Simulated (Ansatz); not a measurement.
Reaction (substitution at a C–Cl bond): `[SiH3]C1=CC1Cl` + HBr → `[SiH3]C1=CC1Br` + HCl

Computed with Ansatz on PBE0-D4/def2-TZVP structures; ΔE is electronic, products minus reactants. CCSD(T)/CBS adds triple-zeta CCSD(T) − MP2 to the extrapolated MP2 energy (def2 sets, frozen cores). This one scheme is used for every species. Functionals use def2-TZVPP. For Br outer-core shells are correlated without core-valence functions, which leaves a few kJ/mol of doubt a bond. Scalar relativity is left out up to krypton.

| level | ΔE (kJ/mol) |
| --- | --- |
| ωB97M-V | -5.4 |
| PBE | -5.8 |
| SCS-MP2/def2-TZVPP | -10.0 |
| HF/CBS(def2) | -4.1 |

Task: What does CCSD(T)/CBS give? (An estimate is asked.)

Result: Computed: -8.1 kJ/mol. The listed levels differ from it by 2.7, 2.3, -1.9, 4.0 kJ/mol.

Largest T1 diagnostic among the species: 0.011.

In def2-TZVPP, CCSD(T) changes the Hartree–Fock value by −4.5 kJ/mol (the triples alone add −0.6 kJ/mol) and MP2 by −6.7 kJ/mol.
